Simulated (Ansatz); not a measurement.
Basis-set extrapolation for C$_{7}$H$_{9}$N (`Cc1ccc(N)cc1`) (PBE0-D4/def2-TZVP geometry, frozen core, Ansatz). Multiplicity 1, RHF reference.

```csv
,def2-TZVPP,def2-QZVPP
HF,-324.891657,-324.905776
MP2 correlation,-1.335170,-1.420944
CCSD(T) correlation,-1.438704,not run
```

Energies in hartree. Use E(X) = E(∞) + A·exp(−7.88·√X) for Hartree–Fock and E(X) = E(∞) + B·X^(−2.97) for correlation, with X = 3 and 4, and add CCSD(T) minus MP2 of the smaller set to the MP2 limit.

**Question.** What is the CCSD(T) energy at the basis-set limit?

**Answer.** HF limit: -324.905776 + (-0.014119) × 0.13774 = -324.90772. MP2 limit: -1.420944 + (-0.085774) × 0.74074 = -1.48448. Higher-order term: -1.438704 − (-1.335170) = -0.10353. Total: -326.49573 hartree, 4.50 eV below CCSD(T)/def2-TZVPP.
